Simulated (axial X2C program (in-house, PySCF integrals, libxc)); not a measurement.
## Nuclear properties of TaN⁻

Computed with an axial X2C code built on PySCF integrals: two-component X2C with atomic mean-field Coulomb and Gaunt terms, Gaussian nuclei, basis Ta dyall-acv3z, N dyall-av3z with contracted cores.

R = 1.692 Å (near the PBE0 minimum at charge -1 of the determinant lowest at the starting distance; the state shown can have its own minimum elsewhere).

Determinant lowest in the PBE0 search, Ω = 3/2 (⟨Sz⟩ = -0.50, ⟨Lz⟩ = 2.00 at PBE0), spin on the atoms Ta -0.58, N 0.08:

| level | Eeff magnitude (GV/cm) | Ws magnitude Ta (kHz) | A∥/gI Ta (MHz) | qzz Ta (a.u.) | A∥/gI N (MHz) | qzz N (a.u.) |
| --- | --- | --- | --- | --- | --- | --- |
| PBE0 | 2.87 | 2.34 | 273 | -5.83 | 2.38 | -0.51 |
| HF | 42.1 | 29.9 | -130 | -3.10 | 24.6 | -0.69 |
| B3LYP | 1.08 | 1.17 | 427 | -6.10 | 3.17 | -0.51 |
| PBE50 | 10 | 7.25 | 147 | -5.34 | 1.96 | -0.56 |
| BP86 | 0.85 | 0.909 | 372 | -6.44 | 2.6 | -0.48 |

Determinant 0.39 eV from it at PBE0 and this distance, Ω = 5/2 (⟨Sz⟩ = 0.50, ⟨Lz⟩ = 2.00 at PBE0), spin on the atoms Ta 0.58, N -0.08:

```
level  Eeff magnitude (GV/cm)  Ws magnitude Ta (kHz)  A∥/gI Ta (MHz)  qzz Ta (a.u.)  A∥/gI N (MHz)  qzz N (a.u.)
 PBE0                    2.63                   1.06             543          -6.29          0.477         -0.52
   HF                    32.6                   13.3             855          -4.31          -21.6         -0.71
B3LYP                    1.05                  0.438             458          -6.58          0.419         -0.51
PBE50                    4.69                   1.92             603          -5.73          -1.62         -0.57
 BP86                    1.84                  0.717             491          -6.98           2.07         -0.49
```

Eeff is the effective electric field on the electron electric dipole moment in this Ω state and Ws the scalar–pseudoscalar constant of the nucleus named (defined with the proton number Z and per Ω); A∥ (defined per Ω) follows by multiplying with gI = μI/(I μN); qzz is the electric field gradient, eQq0 = 234.96 MHz × Q/barn × qzz. The operators were transformed with the bare-nucleus X2C matrices; with these basis sets, hyperfine constants and field gradients can be off by tens of per cent, and where levels differ in sign neither size nor sign is settled.

Q: With Q(14N) = 0.02044 barn (Q from Pyykkö, Mol. Phys. 2018), turn the PBE0 values of the first state into constants in MHz.

A: eQq0(14N) = 234.96 × (0.02044) × (-0.51) = -2.45 MHz.

Each state is one determinant with collinear spin. Unrestricted Hartree–Fock can overshoot spin polarisation at the nuclei. For an anion, determinants above electron detachment, or with a positive highest level, are held by the basis set. Where Eeff spreads by more than a factor of two the levels disagree and none is to be relied on. The search compared states at one distance, so a state with another bond length can lie lower. Further determinants of the search, some of them spin-mixed, are not shown. Where a field gradient or hyperfine factor spreads by more than a factor of two over the levels, a constant derived from it is not to be relied on. PBE0 term energies can be off by some tenths of an eV.
